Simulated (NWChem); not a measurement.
**I₂Pb in NWChem**

```xyz
3

Pb     0.0000     0.0000    -1.0068
I     -2.1936     0.0000     0.7788
I      2.1936     0.0000     0.7788
```
Charge 0, spin multiplicity 1.

The numbers come from NWChem runs, not from measurements. The geometry was optimised at PBE0/def2-SVP with def2 effective core potentials on I, Pb, a minimum by its harmonic frequencies.

Symmetry labels belong to the abelian group C2v used in the runs, with the axes of the coordinates shown.

Effective core potentials replace the inner electrons of I, Pb; spin-orbit coupling is left out. The structure started from a generated list of species.

List the lowest 6 singlet excitations that TD-PBE/def2-SVP with def2 effective core potentials on I, Pb gives, with oscillator strengths.


| state | symmetry | energy (eV) | wavelength (nm) | f |
|---|---|---|---|---|
| 1 | a2 | 2.30 | 538 | 0.000 |
| 2 | b2 | 2.47 | 502 | 0.000 |
| 3 | b1 | 2.92 | 424 | 0.040 |
| 4 | b2 | 3.43 | 361 | 0.003 |
| 5 | a1 | 3.44 | 361 | 0.014 |
| 6 | a2 | 4.00 | 310 | 0.000 |
